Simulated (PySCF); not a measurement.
An equivalent PySCF input for Se²⁺ (selenium, charge +2), [Ar] 3d10 4s2 4p2, high-spin 3P determinant, with scalar relativity by spin-free X2C-1e:

```python
from pyscf import gto, scf, dft, mp, cc
import basis_set_exchange as bse
mol = gto.M(atom="Se 0 0 0", charge=2, spin=2, symmetry="D2h",
            basis=gto.basis.parse(bse.get_basis("Sapporo-DKH3-DZP-2012", elements=["Se"], fmt="nwchem", header=False)),
            nucmod="G")
mf = dft.UKS(mol, xc="M06L").sfx2c1e()
mf.irrep_nelec = {'Ag': (6, 6), 'B1g': (1, 1), 'B2g': (1, 1), 'B3g': (1, 1), 'B1u': (3, 2), 'B2u': (3, 2), 'B3u': (2, 2)}
mf.kernel()
```

It reaches the same state as the run whose output follows, with an energy that differs only through the grid. The run itself started from symmetry-adapted Hartree-Fock orbitals and held the occupation by maximum overlap, on a logarithmic radial grid, so the iterations belong to that start.

```
SCF conv_tol = 1e-09
number electrons alpha = 17  beta = 15
XC functionals = M06L
    Y. Zhao and D. G. Truhlar.,  J. Chem. Phys. 125, 194101 (2006)
    Y. Zhao and D. G. Truhlar.,  J. Chem. Phys. 125, 194101 (2006)
    Y. Zhao and D. G. Truhlar.,  Theor. Chem. Acc. 120, 215 (2008)
cycle= 1 E= -2428.54454548728  delta_E= -0.00711  |g|= 0.0308  |ddm|= 0.131
cycle= 2 E= -2428.54455941592  delta_E= -1.39e-05  |g|= 0.0291  |ddm|= 0.0134
cycle= 3 E= -2428.5446300527  delta_E= -7.06e-05  |g|= 0.00116  |ddm|= 0.0062
cycle= 4 E= -2428.54463021352  delta_E= -1.61e-07  |g|= 7.77e-05  |ddm|= 0.00058
cycle= 5 E= -2428.54463021459  delta_E= -1.07e-09  |g|= 2.45e-06  |ddm|= 5.63e-05
cycle= 6 E= -2428.54463021459  delta_E= -2.27e-12  |g|= 2.38e-07  |ddm|= 2.2e-06
converged SCF energy = -2428.54463021459  <S^2> = 2.0025849  2S+1 = 3.0017228
```
